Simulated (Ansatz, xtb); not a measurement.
H7SSiSn+: which of two isomers lies lower

Structure X is `[SH2+][SiH2][SnH3]`, a singlet and structure Y is `[SiH3][SnH2][SH2+]`, a singlet. Both are isolated ions in the gas phase, relaxed with PBE0-D3(BJ)/def2-SVP; the shapes shown needn't be the lowest conformers.

X (Å):

```xyz
10

S     1.3440   -1.0658    2.0814
Si    0.8428   -2.1973    0.0910
Sn   -1.3414   -1.2337   -0.9509
H     0.1333   -1.1075    2.6949
H     1.2041    0.2208    1.6700
H     2.1553   -1.9231   -0.5564
H     0.8357   -3.5546    0.7032
H    -1.5758   -2.1240   -2.3758
H    -0.9968    0.4151   -1.1971
H    -2.5261   -1.4883    0.2447
```

Y (Å):

```xyz
10

S    -1.7766   -2.9646    0.4800
Si    1.4904   -0.4750    0.7252
Sn   -0.3799   -1.1527   -0.9206
H     2.2314   -1.7291    1.0262
H     2.3131    0.5357    0.0107
H     0.7927    0.0729    1.9191
H    -0.0874   -2.2240   -2.2121
H    -1.7376   -0.1594   -1.1871
H    -0.7588   -3.7388    0.9310
H    -1.9086   -2.2956    1.6520
```

Quicker runs give these differences E(Y) − E(X): GFN2-xTB −84.6 kJ/mol; HF/STO-3G +10.0 kJ/mol (at GFN2-xTB geometries); r2SCAN-D4/def2-SVP −46.5 kJ/mol (at GFN2-xTB geometries).

**Question.** Estimate which is lower in electronic energy at CCSD(T)/def2-SVP + ΔMP2/def2-TZVPP, and by roughly how much.

**Answer.** The CCSD(T)/def2-SVP + ΔMP2/def2-TZVPP calculation puts structure Y lower, by 47.0 kJ/mol.

How the difference moves with the method:

```csv
level,geometry,E(Y) − E(X) (kJ/mol),departure from the last row (kJ/mol),"job, with rough time for the two"
GFN2-xTB,GFN2-xTB,−84.6,−37.5,"optimisation, 0.17 s"
HF/STO-3G,GFN2-xTB,+10.0,+57.1,"single point, 0.8 s"
r2SCAN-D4/def2-SVP,GFN2-xTB,−46.5,+0.5,"single point, 3.5 s"
PBE0-D3(BJ)/def2-SVP,PBE0-D3(BJ)/def2-SVP,−49.4,−2.4,"optimisation, 38 s"
HF/def2-SVP,PBE0-D3(BJ)/def2-SVP,−60.3,−13.3,part of the CCSD(T) run
MP2/def2-SVP,PBE0-D3(BJ)/def2-SVP,−53.3,−6.2,part of the CCSD(T) run
CCSD(T)/def2-SVP,PBE0-D3(BJ)/def2-SVP,−52.3,−5.3,single point
CCSD(T)/def2-SVP + ΔMP2/def2-TZVPP,PBE0-D3(BJ)/def2-SVP,−47.0,,"single point, 21 s"
```

As drawn, Y has 1 S–Sn, 1 Si–H in place of 1 S–Si, 1 Sn–H.

HF/STO-3G puts the two in the other order. The largest departure from CCSD(T)/def2-SVP + ΔMP2/def2-TZVPP is that of HF/STO-3G, 57.1 kJ/mol. The last row adds to CCSD(T) the change of the MP2 difference between the two basis sets, here +5.3 kJ/mol.

With harmonic frequencies from PBE0-D3(BJ)/def2-SVP (ideal gas, rigid rotor, one conformer each, 200 K, 1 atm): on the last row, ΔE + ΔZPE = −46.3 kJ/mol. A mode under 50 cm⁻¹ makes harmonic enthalpies and free energies unreliable, so none is given.

The correlated steps freeze 14 core orbitals; the filled d shell of Sn is correlated, in a basis made for valence electrons. Atoms past krypton carry core potentials in the def2 sets, other sets are all-electron and non-relativistic, and no spin–orbit term is included. Codes used: Ansatz 0.2.0, xtb 6.7.1; the last row on 2 threads of Arm Neoverse V1 on a shared host.
